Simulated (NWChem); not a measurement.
Species: C₂H₃BF₂O; SMILES O=CCB(F)F

```xyz
9

O      0.0101     1.6870    -0.9524
C     -0.0041     1.6748     0.2503
C     -0.0102     0.4096     1.0681
B     -0.0008    -0.8353     0.1034
F     -1.1211    -1.3859    -0.3180
F      1.1274    -1.3843    -0.2983
H     -0.0136     2.6330     0.8301
H      0.8682     0.4269     1.7362
H     -0.8989     0.4254     1.7222
```
Atoms are numbered in this order, from 1.

Results from NWChem. Structure relaxed at the PBE0/def2-SVP level. Atomic charges in e: unrestrained fits to the electrostatic potential beside Mulliken populations; buried atoms are poorly determined by the fit.

Problem. What does the run give for B3LYP/def2-SVP? Quantities: ESP O1; Mulliken O1; ESP C2; Mulliken C2; ESP C3; Mulliken C3; ESP B4; Mulliken B4; ESP F5; Mulliken F5; relative RMS misfit of the potential (%).

Solution. 
- ESP O1: -0.45
- Mulliken O1: -0.19
- ESP C2: 0.53
- Mulliken C2: 0.10
- ESP C3: -0.36
- Mulliken C3: -0.05
- ESP B4: 0.75
- Mulliken B4: 0.17
- ESP F5: -0.30
- Mulliken F5: -0.08
- relative RMS misfit of the potential (%): 16
